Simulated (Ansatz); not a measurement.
Compare A (`O=C[SiH2][SiH2][SiH3]`) with its isomer B (`[SiH3][SiH]1CO[SiH2]1`).

Isolated molecules relaxed with PBE0-D4/def2-TZVP in Ansatz; ΔE leaves out vibrations. CCSD(T)/CBS adds triple-zeta CCSD(T) − MP2 to the extrapolated MP2 energy (def2 sets, frozen cores). Functionals use def2-TZVPP. B3LYP here is the variant with VWN-RPA as its local correlation; programs differ in this. Each species was taken in one conformer, which may not be the lowest.

(1) Which is lower in electronic energy at CCSD(T)/CBS, and by how much? (Best estimate.)

(2) Give E(B) − E(A) in kJ/mol with ωB97M-V, B3LYP-D4, MP2/def2-TZVPP, CCSD(T)/def2-TZVPP, HF/def2-TZVPP, PBE0-D4, CCSD/def2-TZVPP. (Best estimate.)

Largest T1 diagnostic: 0.016.

Results:

(1) The calculation gave: B, by 90.5 kJ/mol.

(2) The calculation gave: ωB97M-V -90.6, B3LYP-D4 -77.3, MP2/def2-TZVPP -97.8, CCSD(T)/def2-TZVPP -84.9, HF/def2-TZVPP -72.2, PBE0-D4 -93.1, CCSD/def2-TZVPP -85.8. None reverses the order clearly.

In def2-TZVPP, CCSD(T) changes the Hartree–Fock value by −12.6 kJ/mol (the triples alone add +0.9 kJ/mol) and MP2 by −25.6 kJ/mol. From PBE to PBE0 (25 % exact exchange), in def2-TZVPP and without D4, E(B) − E(A) moves by −12.2 kJ/mol.
